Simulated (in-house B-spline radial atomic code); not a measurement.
**Ionising the chromium ion Cr²⁺ with different functionals**

Computed with an all-electron radial atomic-structure program (B-spline basis): non-relativistic Hamiltonian, point nucleus, spin-polarised at highest spin, spherical fractional occupations for the functionals, the average over the highest-spin determinants for Hartree-Fock. The ionisation energy is the difference of two self-consistent energies, [Ar] 3d4 → [Ar] 3d3, without Breit or QED terms; ε is the level of the shell that loses the electron (its least bound occupied spin orbital).

Hybrids are left out here: with spherical fractional occupations of an open shell their exact exchange keeps a self-interaction that integer-occupation calculations don't have.

```csv
method,rung,ΔSCF (eV),-ε(3d) (eV)
Hartree-Fock,Hartree-Fock,30.62,32.57
LDA VWN5,LDA,32.46,24.51
LDA PW92,LDA,32.45,24.50
LDA exchange-only,LDA,31.15,23.32
PBE,GGA,32.25,24.31
PBEsol,GGA,32.23,24.29
BLYP,GGA,32.11,24.15
RPBE,GGA,32.17,24.22
PW91,GGA,32.34,24.39
BP86,GGA,32.27,24.33
AM05,GGA,32.21,24.27
OLYP,GGA,32.36,24.31
TPSS,meta-GGA,32.11,24.16
SCAN,meta-GGA,32.36,24.44
r2SCAN,meta-GGA,32.40,24.46
M06-L,meta-GGA,31.92,23.91
revTPSS,meta-GGA,32.02,24.08
```

Question: How do they compare with the NIST value?

Answer: NIST lists 30.96 eV ± 0.025 (measured, ground level to ground level). Errors run from -0.34 to +1.50 eV. The correlated functionals all miss on the same side by more than they spread, so the cause is common to them (relativity, Breit-QED terms, multiplet and fine-structure energies, or a listed next ion that isn't the cheapest removal here) and closeness doesn't rank the functionals. Hartree-Fock also lacks correlation.
